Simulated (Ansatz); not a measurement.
Job for Ansatz (a quantum-chemistry and plane-wave program): R-r2SCAN/def2-TZVPPD on H4OSi (SMILES O[SiH3]). Files ending in .json are basis or fitting sets from the Basis Set Exchange.

Ansatz 0.2 input:
```yaml
crystal:
  periodic: [false, false, false]
  atoms:
    - {symbol: O, position_ang: [0.39899896, 0.74553450, 3.08253297]}
    - {symbol: Si, position_ang: [-0.36404330, -0.54492566, 3.77055063]}
    - {symbol: H, position_ang: [0.47563018, 0.76975217, 2.12467259]}
    - {symbol: H, position_ang: [-1.77105360, -0.66155866, 3.31027065]}
    - {symbol: H, position_ang: [-0.33454178, -0.31118676, 5.22795521]}
    - {symbol: H, position_ang: [0.32268432, -1.82301293, 3.45434476]}
basis:
  gaussian:
    orbitals: def2-TZVPPD.json
hamiltonian:
  xc: {name: r2SCAN}
scf: {lower_state_search: off}
```

Program output:

```
Functional definition: r2SCAN
[...]
these checks for a lower state are left out or cut short: stability, starts, cluster_reference, orbital_swaps, neighbouring_geometries, increment
integrals: 0.05 GiB planned
725 factors; their error is unknown
mean field: 0.49 GiB planned
mean field evaluation 1: about -9985.1536 eV, gradient 5.6e1 eV
mean field evaluation 2: about -9966.6104 eV, gradient 1.1e2 eV
mean field evaluation 4: about -9990.1730 eV, gradient 2.3e0 eV
mean field evaluation 8: about -9990.1866 eV, gradient 2.5e-2 eV
mean field evaluation 16: about -9990.1702 eV, gradient 7.2e-6 eV
mean field -9990.17023752 eV, -367.1319846482 hartree, gradient 7.3e-6 eV, S^2 0.000000; 0 other end points of the search recorded, 0 dependent functions left out
reference -9990.17025189 eV, -367.1319851762 hartree; 13, 13 occupied and 143, 143 virtual orbitals, 725 factors
Total energy: -9990.17025189 eV, -367.1319851762 hartree
Checks for a lower state left out: stability, starts, cluster_reference, orbital_swaps, neighbouring_geometries, increment
```

Self-consistency was reached.

Cost: very roughly 1.9 core-seconds.
